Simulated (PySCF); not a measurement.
H4P2, charge +1, doublet (typed; the unrestricted solution is spin-contaminated), at a GFN2-xTB geometry (a state made from the parent by changing its charge; the spin is typed, not shown lowest), with bond 5-2 at 2.0 times its length. Base run: M062X/6-311G** in PySCF.

Geometry (Å):
```xyz
6

P     -0.9928    -0.3776    -0.0216
P      0.9928     0.3776     0.0216
H     -1.6256     0.2702     1.0431
H     -1.5883     0.2947    -1.0927
H      2.1838    -0.9671     2.1637
H      1.6256    -0.2702    -1.0431
```
Charge +1, spin multiplicity 2.
Orbitals are unrestricted.
All else is at PySCF's defaults.
Base energy -684.60752 Eh.

The base run was repeated with changes; each row names its change, and settings that it needs were set with it.

```csv
change,ΔE vs base (mEh),SCF cycles,<S^2>,outcome
base,0.000,19,1.049,converged
DIIS = EDIIS,-,50,-,not converged
conv_tol = 1e-7,0.000,16,1.048,converged
level_shift = 0.1 (with mf.max_cycle = 100),0.000,23,1.049,converged
DIIS = ADIIS,0.000,40,1.048,converged
init_guess = mod_huckel,0.000,26,1.049,converged
diis = off; damp = 0.6 (with mf.diis_start_cycle = 200; with mf.max_cycle = 150),0.000,79,1.048,converged
conv_tol = 1e-11,0.000,22,1.049,converged
init_guess = vsap,29.482,21,0.817,another SCF solution
level_shift = 0.3 (with mf.max_cycle = 100),0.000,29,1.048,converged
diis_space = 12,0.000,18,1.049,converged
solver = newton; init_guess = 1e,-,-,-,cut at the time limit
diis = off (with mf.max_cycle = 100),-,100,-,not converged
```

A guess, shift, damping, solver or small numerical setting can't move a converged solution much, so rows marked as another SCF solution ended in a different state.

Open shells are given as the SCF converged; they aren't shown to be the lowest states, and a large step between rows can be another state.
